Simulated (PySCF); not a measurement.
## Relaxation of triplet RhO₃⁻

Method: PySCF, UB3LYP, basis Rh def2-SVPD with ECP28, O def2-SVPD (scalar-relativistic core potentials, no spin–orbit coupling, density fitting). A (50,194) grid was used.

A hand-made T-shaped start, of C2v symmetry, held to at least that symmetry:

Coordinates in bohr (charge -1 multiplicity 3):
```
Rh    0.0000    0.0000   -0.3579
O     0.0000    0.0000    2.7980
O     3.1540    0.0000   -0.2477
O    -3.1540    0.0000   -0.2477
```

Optimiser trace:
```csv
step,E − E(last) (kJ/mol),largest gradient (Eh/bohr)
0,182.83,0.14599
1,51.19,0.02802
2,23.50,0.02912
3,3.46,0.01369
4,0.59,0.00727
5,0.03,0.00245
6,0.01,0.00077
7,0.00,0.00007
```

It ends at C2v with Rh–O 1.767 Å (×2), Rh–O 1.818 Å; O–Rh–O 104.2° (×2), O–Rh–O 151.6°. A frequency run shows a minimum. Other isomers or separated fragments may lie lower.

Final geometry:
Z-matrix (Å, degrees; charge -1 multiplicity 3):
```
Rh
O  1 1.8182
O  1 1.7666 2 104.20
O  1 1.7666 2 104.20 3 180.00
```

Open d and f shells are described by one determinant, and the ground state may have another occupation or spin.

The relaxation took of the order of 60 core-seconds on a shared host.
